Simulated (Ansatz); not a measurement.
One change: `O[Si]1([SnH3])CO1` becomes `O[Si]1(S)CO1`.

Ansatz, PBE0-D4/def2-TZVP geometries, multiplicity 1. Each molecule was computed in one conformer, which needn't be the lowest.

Elements past krypton have def2 core potentials.

```json
{"property": "size of the dipole moment (PBE/def2-TZVPP) / D", "`O[Si]1([SnH3])CO1`": "2.01"}
{"property": "LUMO energy (PBE/def2-TZVPP) / eV", "`O[Si]1([SnH3])CO1`": "-1.36"}
{"property": "HOMO energy (PBE/def2-TZVPP) / eV", "`O[Si]1([SnH3])CO1`": "-6.11"}
{"property": "HOMO energy (B3LYP/def2-TZVPP) / eV", "`O[Si]1([SnH3])CO1`": "-7.15"}
{"property": "HOMO–LUMO gap (PBE/def2-TZVPP) / eV", "`O[Si]1([SnH3])CO1`": "4.75"}
{"property": "HOMO–LUMO gap (ωB97M-V/def2-TZVPP) / eV", "`O[Si]1([SnH3])CO1`": "10.55"}
```

Problem. Give the same properties after the change, and the shifts. (Estimate.)

Solution. Ansatz gave: 
| property | `O[Si]1(S)CO1` | shift |
| --- | --- | --- |
| size of the dipole moment (PBE/def2-TZVPP) / D | 1.46 | -0.55 |
| LUMO energy (PBE/def2-TZVPP) / eV | -0.79 | 0.57 |
| HOMO energy (PBE/def2-TZVPP) / eV | -6.09 | 0.02 |
| HOMO energy (B3LYP/def2-TZVPP) / eV | -7.18 | -0.03 |
| HOMO–LUMO gap (PBE/def2-TZVPP) / eV | 5.30 | 0.55 |
| HOMO–LUMO gap (ωB97M-V/def2-TZVPP) / eV | 11.37 | 0.82 |

Dipoles are sizes alone; their direction can turn.

B3LYP here is the variant with VWN-RPA as its local correlation; programs differ in this.
